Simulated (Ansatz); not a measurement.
Correcting a cheap level on fluorocarbon molecules

The vertical ionisation energy (cation less neutral) in eV of 8 fluorocarbon molecules: x at B2PLYP/def2-TZVPP, y at CCSD(T)/def2-TZVPP. Shapes, held fixed at every level: PBE0-D4/def2-TZVP. Flexible molecules stand in one conformer, not always the lowest. Programs: Ansatz 0.2.0.

| molecule | x (eV) | y (eV) |
| --- | --- | --- |
| C5H6F2 (SMILES FC1C=CCC1F) | 10.17 | 10.34 |
| C5H3F5 (SMILES FC1=C(F)C(F)(F)C(F)C1) | 10.29 | 10.47 |
| C3F6 (hexafluoropropylene) | 10.82 | 10.98 |
| C4H3F5 (SMILES FC/C(F)=C\C(F)(F)F) | 11.00 | 11.16 |
| C2F2 (SMILES FC#CF) | 11.18 | ? |
| C4H3F5 (SMILES FC1C(F)C(F)(F)C1F) | 11.57 | 11.93 |
| C4F8 (octafluorocyclobutane) | 11.74 | 12.10 |
| C4H6F4 (SMILES CC(F)(F)C(F)CF) | 11.86 | 12.25 |

**Question.** Fit y = c + s·x to the known rows and predict y for C2F2.

**Answer.** 
1. Means of the 7 rows: x = 11.0643, y = 11.319.
2. Σ(Δx)² = 2.8086, Σ(Δx·Δy) = 3.2034, so the slope is 3.2034/2.8086 = 1.1406.
3. Intercept: 11.319 − (1.1406) × 11.0643 = -1.301. The largest residual of the fit is 0.085.
4. C2F2: -1.301 + 1.1406 × 11.18 = 11.45 eV.

CCSD(T)/def2-TZVPP gives 11.27 eV, so the prediction is off by +0.18 eV, more than the largest residual. Uncorrected, B2PLYP/def2-TZVPP misses C2F2 by -0.09 eV, and the other rows by 0.25 on average. The line makes this one worse. Left out in turn, the other rows are missed by 0.06 eV on average, so the withheld one doesn't follow the line. Cations run unrestricted.
